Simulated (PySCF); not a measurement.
**TDDFT excited states: C7H10OS**

Compound: C₇H₁₀OS.
Numbering: `[CH3:1][C:2](=[O:3])[C@@H:4]1[CH2:5][CH2:6][C:7](=[S:8])[CH2:9]1` (hydrogens: H10, H11, H12 on C1; H13 on C4; H14, H15 on C5; H16, H17 on C6; H18, H19 on C9)

Theory: TDDFT PBE0/def2-SVPD, vertical, gas phase, core orbitals frozen in the response in PySCF 2.14.0, density-fitted response routines. The structure is a single PBE0-D3(BJ)/def2-SVP conformer in the gas phase; no vibrational or solvent corrections.

```csv
state,E (eV),E (hartree),f,|μ| (D),"main configurations (H = HOMO, L = LUMO)"
S1,2.52,0.0925,0.0000,0.05,H→L (100%)
S2,4.41,0.1622,0.0002,0.12,H-1→L+1 (96%)
S3,4.54,0.1668,0.0011,0.25,H-1→L (99%)
S4,4.66,0.1713,0.0041,0.48,H→L+1 (98%)
S5,5.53,0.2032,0.253,3.47,H-2→L (93%)
S6,5.72,0.2101,0.023,1.02,H→L+2 (91%)
```

The lowest singlet lies at 2.52 eV (492 nm, visible) and is dark (f under 0.0005); its leading configuration is HOMO→LUMO (100%). The most intense listed level is S5 at 5.53 eV (224 nm, f = 0.253), 3.01 eV above S1. S1 has the pattern of n→π* at C=S. Weighted by f, the mean energy of these states is 5.53 eV. Orbital energies (eV): HOMO-3 -9.96, HOMO-2 -8.05, HOMO-1 -7.55, HOMO -6.33, LUMO -2.06, LUMO+1 -0.85, LUMO+2 0.28. Of the 6 states listed, 2 reach f = 0.01 and 2 stay under 0.0005. S1 lies in the visible range (380 to 750 nm), at 492 nm, dark in the vertical dipole picture (f under 0.0005); light of that wavelength is green-blue to blue-green, and its complementary colour is orange to red. Only the lowest 6 singlets were computed, as vertical energies without vibronic structure.

Hardware: Intel Xeon at 2.50 GHz, one thread, on a shared host. Cost: 2.9 min of wall time, 1.1 GiB resident at most.
